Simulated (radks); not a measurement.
Species: the germanium ion Ge+. Configuration: [Ar] 3d9.75 4s2 4p1 5s0.25 (fractional occupations, a model configuration). Method: scalar-relativistic Kohn-Sham, BLYP, spin-unpolarised, spherical densities, point nucleus; computed with a radial shooting solver on a logarithmic mesh with Libxc functionals.

Normalised radial functions P(r) = r R(r), r in bohr:

r	2p	3s	5s
0.001569	0.0029	0.0717	0.0084
0.00211	0.0050	0.0940	0.0111
0.002836	0.0086	0.1223	0.0144
0.003813	0.0148	0.1578	0.0186
0.005127	0.0256	0.2013	0.0237
0.006893	0.0441	0.2526	0.0297
0.009268	0.0753	0.3099	0.0365
0.01246	0.1275	0.3683	0.0433
0.01675	0.2126	0.4176	0.0491
0.02252	0.3472	0.4411	0.0518
0.03028	0.5511	0.4141	0.0486
0.04039	0.8325	0.3114	0.0363
0.0543	1.2095	0.1052	0.0119
0.07301	1.6428	-0.1973	-0.0239
0.09815	2.0432	-0.5304	-0.0629
0.132	2.2653	-0.7496	-0.0874
0.1774	2.1626	-0.6669	-0.0745
0.2385	1.7018	-0.1754	-0.0120
0.3207	1.0436	0.5911	0.0792
0.4312	0.4649	1.2434	0.1402
0.5797	0.1371	1.4039	0.1090
0.7794	0.0238	1.0605	-0.0210
1.048	0.0021	0.5498	-0.1804
1.409	0.0001	0.1882	-0.2614
1.894	0.0000	0.0390	-0.1804
2.547	0.0000	0.0042	0.0593
3.424	0.0000	0.0002	0.3405
4.603	0.0000	0.0000	0.4917
6.189	0.0000	0.0000	0.4268
8.321	0.0000	0.0000	0.2337
11.19	0.0000	0.0000	0.0750
15.04	0.0000	0.0000	0.0123

2p: eigenvalue -1212.7 eV, 0 radial nodes, <r> = 0.184 bohr, 90 % of the charge inside 0.300 bohr. 3s: eigenvalue -181.16 eV, 2 radial nodes at r = 0.0607, 0.257 bohr, <r> = 0.623 bohr, 90 % of the charge inside 0.932 bohr. 5s: eigenvalue -5.245 eV, 4 radial nodes at r = 0.0604, 0.249, 0.750, 2.39 bohr, <r> = 5.42 bohr, 90 % of the charge inside 7.86 bohr.
